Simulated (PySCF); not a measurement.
Compound: C₄H₆F₂O.
Geometry (GFN2-xTB, Å), atoms numbered from 1 in this order:
```
atom  x, y, z in Å
F1     1.5807   -1.3645   -0.0415
C2     1.4740   -0.2042   -0.7281
F3     2.5468    0.5442   -0.3727
C4     0.1754    0.5378   -0.4037
C5    -0.4219    0.3093    0.9895
C6    -1.5570   -0.3853    0.2313
O7    -0.9464   -0.0741   -1.0304
H8     1.5482   -0.4354   -1.8011
H9     0.3069    1.5814   -0.7146
H10   -0.7024    1.2178    1.5136
H11    0.1652   -0.3325    1.6399
H12   -1.6288   -1.4648    0.3812
H13   -2.5449    0.0709    0.3188
```

NICS = −σ at a ghost point: NICS(0) at the centroid of the ring atoms, NICS(1) 1 Å to either side along the normal of their mean plane, zz for the tensor component along that normal. Level: GIAO PBE0/pcSseg-1 (PySCF, non-relativistic, gas phase) on the GFN2-xTB geometry, one conformer.

Ring bond lengths (Å), with Mayer bond orders in brackets: C4–C5 1.533 (1.02), C5–C6 1.532 (1.04), C6–O7 1.436 (0.92), O7–C4 1.423 (0.93).

Q: What do the NICS probes read (ppm)?

A: 
| ring | type | NICS(0) | NICS(1), two faces | NICS(1)zz, two faces | rms pucker (Å) | centre to ring atoms, mean (Å) |
| --- | --- | --- | --- | --- | --- | --- |
| C4–C5–C6–O7 | 4-membered ring with O; formal bonds all single | 0.1 | 1.8 / 1.1 | 3.8 / 3.4 | 0.01 | 1.05 |

Q: What do they say, and how far can they be read as aromaticity?

A: 
- C4–C5–C6–O7: mean NICS(1)zz 3.5 ppm, deshielded. C4, C5, C6 have four or more neighbours; no verdict on aromaticity is drawn.

Q: Give the inner angles of the rings and the Hirshfeld charges of the ring atoms.

A: 
- C4–C5–C6–O7: C4 91.7° (+0.029 e), C5 84.6° (-0.081 e), C6 91.2° (+0.009 e), O7 92.4° (-0.171 e); sum 359.9° against 360° for a flat convex ring.

Q: What are the shieldings of the ring atoms and their hydrogens in the same run (means over atoms taken as equivalent)?

A: 
```
atoms                 environment  σ isotropic (ppm)
   C4  sp3 carbon bound to oxygen              103.3
   C5   four-membered-ring carbon              165.5
   C6  sp3 carbon bound to oxygen              114.3
   O7         cyclic ether oxygen              303.7
   H9            methine hydrogen              26.93
  H10          methylene hydrogen              28.91
  H11          methylene hydrogen              28.71
  H12          methylene hydrogen              26.85
  H13          methylene hydrogen              26.90
```

The run took 19 s on one thread of an Arm Neoverse V1, on a shared host, and the process peaked at 0.70 GiB of memory. This is the whole shielding run at PBE0/pcSseg-1, SCF included.
